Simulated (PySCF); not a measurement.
Molecule: SMILES [SiH3]N([SiH3])[SiH2]Cl, ClH8NSi3.

Geometry (Å), atoms numbered from 1 in this order:
```xyz
13

Si   -2.301    2.591   -2.013
N    -3.784    3.504   -1.747
Si   -5.325    2.655   -1.662
Si   -3.743    5.236   -1.801
Cl   -4.401    5.933   -3.639
H    -2.693    1.168   -2.238
H    -1.392    2.672   -0.831
H    -1.573    3.109   -3.210
H    -5.645    1.966   -2.948
H    -6.379    3.670   -1.367
H    -5.290    1.631   -0.575
H    -2.331    5.674   -1.627
H    -4.639    5.828   -0.773
```

Geometry PBE0-D3(BJ)/def2-SVP throughout; GIAO in PySCF, gas phase, one conformer, non-relativistic; equivalent atoms averaged; functional PBE0.

(1) How do the shifts δ (against TMS, NH3, HCl at the same level) depend on the basis set? (ppm; last column core-seconds on shared hosts with different chips, so compare them loosely)

(2) Which nucleus moves most, in ppm?

(3) Taking the largest basis, def2-TZVP (227 functions), as the yardstick, rank the others by their worst heavy-atom deviation.

## Answers

(1) 
```csv
basis set,functions,Si4,Si1/Si3,N2,Cl5,H12/H13,H6/H7/H8/H9/H10/H11,core-s
STO-3G,49,-12.9,-43.0,-106.5,-152.3,2.83,2.13,3.3
6-31G,77,25.6,-14.1,-15.9,-26.7,5.35,4.80,6.5
6-31G*,102,11.9,-15.0,1.8,0.3,5.48,4.99,8.6
def2-SVP,126,-14.7,-49.4,8.2,28.1,5.42,4.77,9.3
pcSseg-1,153,-9.5,-43.2,9.6,34.7,5.33,4.74,14
"6-311+G(2d,p)",215,-11.6,-44.0,15.5,54.7,5.69,5.01,22
def2-TZVP,227,-14.0,-45.5,20.8,37.7,5.68,5.02,24
```

(2) Cl5 (chlorine bonded to Si): from -152.3 ppm with STO-3G to 54.7 ppm with 6-311+G(2d,p). The smallest spread is 2.86 ppm, at H12/H13.

(3) pcSseg-1 11.2 ppm (153 functions), def2-SVP 12.6 ppm (126 functions), 6-311+G(2d,p) 17.0 ppm (215 functions), 6-31G* 37.4 ppm (102 functions), 6-31G 64.4 ppm (77 functions), STO-3G 190.0 ppm (49 functions).

A small basis that lands close on one nucleus may do so by chance; judge by the trend and by all nuclei.
